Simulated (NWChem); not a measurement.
System: AlNH$_{4}$; SMILES [AlH2][NH2]

Here is an NWChem input.

```
start job
memory heap 200 mb stack 900 mb global 1100 mb
geometry units angstroms noautoz
  Al     0.000000    -0.000000     0.673915
  H     -0.577135    -1.280945     1.410904
  H      0.577135     1.280945     1.410904
  N      0.000000    -0.000000    -1.107075
  H      0.341571     0.758106    -1.685463
  H     -0.341572    -0.758106    -1.685463
end
basis spherical
  * library sto-3g
end
dft
  xc xtpss03 ctpss03
  iterations 150
  mulliken
end
task dft energy
```

Output (shortened):

```
             Northwest Computational Chemistry Package (NWChem) 7.3.0
             --------------------------------------------------------

 C2V symmetry detected

                             Geometry "geometry" -> ""
                             -------------------------

 Output coordinates in angstroms (scale by  1.889725989 to convert to a.u.)

  No.       Tag          Charge          X              Y              Z
 ---- ---------------- ---------- -------------- -------------- --------------
    1 Al                  13.0000     0.00000000     0.00000000     0.65465450
    2 H                    1.0000     0.00000000    -1.40495726     1.39164350
    3 H                    1.0000     0.00000000     1.40495726     1.39164350
    4 N                    7.0000     0.00000000     0.00000000    -1.12633550
    5 H                    1.0000     0.00000000     0.83150213    -1.70472350
    6 H                    1.0000     0.00000000    -0.83150213    -1.70472350

 Effective nuclear repulsion energy (a.u.)      52.2137839090

      Symmetry information
      --------------------

 Group name             C2v
 Group number             16
 Group order               4
 No. of unique centers     4

                                 NWChem DFT Module
                                 -----------------

 Summary of "ao basis" -> "ao basis" (spherical)
 ------------------------------------------------------------------------------
       Tag                 Description            Shells   Functions and Types
 ---------------- ------------------------------  ------  ---------------------
 Al                          sto-3g                  5        9   3s2p
 H                           sto-3g                  1        1   1s
 N                           sto-3g                  3        5   2s1p

      Symmetry analysis of basis
      --------------------------

        a1         10
        a2          0
        b1          3
        b2          5

            General Information
            -------------------
          SCF calculation type: DFT
          Wavefunction type:  closed shell.
          No. of atoms     :     6
          No. of electrons :    24
           Alpha electrons :    12
            Beta electrons :    12
          Charge           :     0
          Spin multiplicity:     1
          Use of symmetry is: on ; symmetry adaption is: on
          Maximum number of iterations: 150
          AO basis - number of functions:    18
                     number of shells:    12
          Convergence on energy requested:  1.00D-06
          Convergence on density requested:  1.00D-05
          Convergence on gradient requested:  5.00D-04

              XC Information
              --------------
                  TPSS metaGGA Exchange Functional  1.000
             TPSS03 metaGGA Correlation Functional  1.000

             Grid Information
             ----------------
          Grid used for XC integration:  medium
          Radial quadrature: Mura-Knowles
          Angular quadrature: Lebedev.
          Tag              B.-S. Rad. Rad. Pts. Rad. Cut. Ang. Pts.
          ---              ---------- --------- --------- ---------
          Al                  1.25       88           8.0       590
          H                   0.35       45          10.0       434
          N                   0.65       49           8.0       434
          Grid pruning is: on
          Number of quadrature shells:   227
          Spatial weights used:  Erf1

      Superposition of Atomic Density Guess
      -------------------------------------

 Sum of atomic energies:        -294.34809556

      Non-variational initial energy
      ------------------------------

 Total energy =    -294.222788
 1-e energy   =    -516.377016
 2-e energy   =     169.940444
 HOMO         =      -0.139762
 LUMO         =       0.337018

      Symmetry analysis of molecular orbitals - initial
      -------------------------------------------------

  Numbering of irreducible representations:

     1 a1          2 a2          3 b1          4 b2

  Orbital symmetries:

     1 a1          2 a1          3 a1          4 a1          5 b2
     6 b1          7 a1          8 a1          9 b2         10 a1
    11 b2         12 b1         13 a1         14 b1         15 a1
    16 b2         17 a1         18 b2

     ---------------------------------------------
      Total Density - Mulliken Population Analysis
     ---------------------------------------------

    Atom       Charge   Shell Charges
 -----------   ------   -------------------------------------------------------
    1 Al  13    11.81   2.00  1.98  5.78  1.05  1.00
    2 H    1     1.32   1.32
    3 H    1     1.32   1.32
    4 N    7     8.04   2.00  1.64  4.41
    5 H    1     0.75   0.75
    6 H    1     0.75   0.75

   convergence    iter        energy       DeltaE   RMS-Dens  Diis-err
 ---------------- ----- ----------------- --------- --------- ---------
 d= 0,ls=0.0,diis     1   -295.9044804538 -3.48D+02  9.60D-02  2.86D-01
 d= 0,ls=0.0,diis     2   -295.7033352762  2.01D-01  6.87D-02  1.60D+00
 d= 0,ls=0.0,diis     3   -295.9587202527 -2.55D-01  5.73D-03  2.04D-03
 d= 0,ls=0.0,diis     4   -295.9592660636 -5.46D-04  1.38D-03  2.49D-04
 d= 0,ls=0.0,diis     5   -295.9593247866 -5.87D-05  2.58D-04  1.39D-05
  Resetting Diis
 d= 0,ls=0.0,diis     6   -295.9593275183 -2.73D-06  6.86D-06  4.26D-09
 d= 0,ls=0.0,diis     7   -295.9593275195 -1.17D-09  2.34D-06  1.69D-10

         Total DFT energy =     -295.959327519482
      One electron energy =     -515.371917059134
           Coulomb energy =      194.427496711067
    Exchange-Corr. energy =      -27.228691080405
 Nuclear repulsion energy =       52.213783908991

 Numeric. integr. density =       24.000003705334

                  Occupations of the irreducible representations
                  ----------------------------------------------

[...]
```

Level: TPSS/STO-3G. Structure relaxed at the B3LYP/6-31G* (spherical d) level.
